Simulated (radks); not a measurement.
Valence configurations of neutral barium (all share [Xe]). Method: scalar-relativistic Kohn-Sham, r2SCAN, spin-unpolarised, spherical densities, finite nucleus; meta-GGA in the generalised Kohn-Sham scheme; Fermi nuclear charge, rms radius 4.8378 fm; computed with a radial shooting solver on a logarithmic mesh with Libxc functionals. Energies are relative to 6s2; eigenvalues in eV.

6s2: E (eV) 0.000; e(6s) -3.267
6s1 6p1: E (eV) 2.060; e(6p) -1.732; e(6s) -3.759
5d2: E (eV) 2.984; e(5d) -0.879
4f1 6s1: E (eV) 4.324; e(4f) -0.324; e(6s) -5.059
4f2: E (eV) 8.889; e(4f) -0.443

NIST lists [Xe] 6s2 as the ground configuration; this level of theory agrees among the configurations tried. The energies are those of spherical spin-averaged densities, not of single terms. No valid solution was reached for [Xe] 4f0.5 6s1.5; [Xe] 4f1 5d1.
